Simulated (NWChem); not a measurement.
Species: CHFO3Si; SMILES O=C1O[SiH](F)O1

Computed with NWChem. Pople sets run with spherical d functions. Each level has its own optimisation; frequencies are unscaled. Brackets give each atom's bonded neighbours. One conformer.

```json
[
 {"level": "Hartree-Fock/STO-3G", "r C–O [C(OOOSi)–O(C)] (Å)": "1.204", "r C–O [C(OOOSi)–O(CSi)] (Å)": "1.411", "r C–Si (Å)": "2.195", "r O–Si (Å)": "1.697", "highest harmonic frequency (cm⁻¹)": "2896", "lowest (cm⁻¹)": "124", "zero-point energy (kcal/mol)": "21.6", "dipole (D)": "3.82"},
 {"level": "B3LYP/6-31G*", "r C–O [C(OOOSi)–O(C)] (Å)": "1.184", "r C–O [C(OOOSi)–O(CSi)] (Å)": "1.395", "r C–Si (Å)": "2.160", "r O–Si (Å)": "1.691", "highest harmonic frequency (cm⁻¹)": "2394", "lowest (cm⁻¹)": "135", "zero-point energy (kcal/mol)": "19.0", "dipole (D)": "3.71"},
 {"level": "PBE-D3(BJ)/def2-SVP", "r C–O [C(OOOSi)–O(C)] (Å)": "1.189", "r C–O [C(OOOSi)–O(CSi)] (Å)": "1.400", "r C–Si (Å)": "2.172", "r O–Si (Å)": "1.710", "highest harmonic frequency (cm⁻¹)": "2309", "lowest (cm⁻¹)": "127", "zero-point energy (kcal/mol)": "18.2", "dipole (D)": "3.60"}
]
```
